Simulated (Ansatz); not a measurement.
Born–Oppenheimer molecular dynamics of C5H10OSi (17 atoms, charge 0, multiplicity 1). It starts from a relaxed structure.

These are results of Ansatz 0.2.0, RKS PBE-D4/STO-3G, not measurements.

```
ensemble        : NVT, Langevin thermostat
time step       : 2 fs
steps asked     : 120
set temperature : 1000 K
friction        : 0.01 /fs
seed            : 240296
```

First frame:

```xyz
17
Properties=species:S:1:pos:R:3
C -2.980 -0.007 0.799
C -1.857 -0.117 0.344
C -0.449 -0.222 -0.183
C 0.360 -1.371 0.518
Si 2.213 -1.157 0.192
O 0.347 1.017 0.057
C -0.249 2.095 -0.758
H -3.985 0.085 1.200
H -0.506 -0.431 -1.289
H -0.005 -2.342 0.134
H 0.153 -1.348 1.604
H 2.437 -0.822 -1.206
H 2.788 -0.133 1.047
H 2.882 -2.418 0.477
H -1.306 2.313 -0.468
H 0.370 2.999 -0.576
H -0.232 1.857 -1.852
```

Question: What does the run give?

Answer: The run went to its last step.

| Quantity | Value |
| --- | --- |
| steps done | 120 |
| time covered | 240 fs |
| mean temperature over the second half | 890 K |
| spread of the potential energy over the second half | 20.5 meV per atom |
| mean potential energy of the second half above the start | 103.2 meV per atom |

The mean temperature of the second half is 11 % below the set value. A step of 2 fs is long for free X–H stretches (periods near 10 fs) and can bias their spread and the temperature. A run of 0.24 ps of so small a system gives no equilibrium averages. Limits of this set-up: minimal basis.

Question: What happens to the structure?

Answer: The same pairs are bonded in the first frame and the last. Pairs count as bonded within 1.25 times the sum of covalent radii (0.12 Å more for H–H). The details hang on the random start.

Question: How do temperature and energy run in time?

Answer: 
```
time (fs)  T (K)  potential energy less start (eV)
      0.0    941                             0.000
     12.0    566                             1.214
     24.0    442                             1.446
     36.0    584                             1.041
     48.0    742                             1.273
     60.0    676                             1.142
     72.0    662                             1.172
     84.0    875                             1.297
     96.0    734                             1.828
    108.0    724                             1.597
    120.0    615                             1.498
    132.0    692                             1.335
    144.0    883                             1.383
    156.0    912                             1.479
    168.0    905                             1.558
    180.0    934                             1.602
    192.0    955                             1.811
    204.0    917                             1.985
    216.0    888                             2.298
    228.0    983                             2.187
    240.0   1160                             1.881
```

Time of the run: 4.7 min on 1 thread of Intel(R) Xeon(R) 6975P-C (Granite Rapids), on a shared host, peak memory 0.23 GiB.
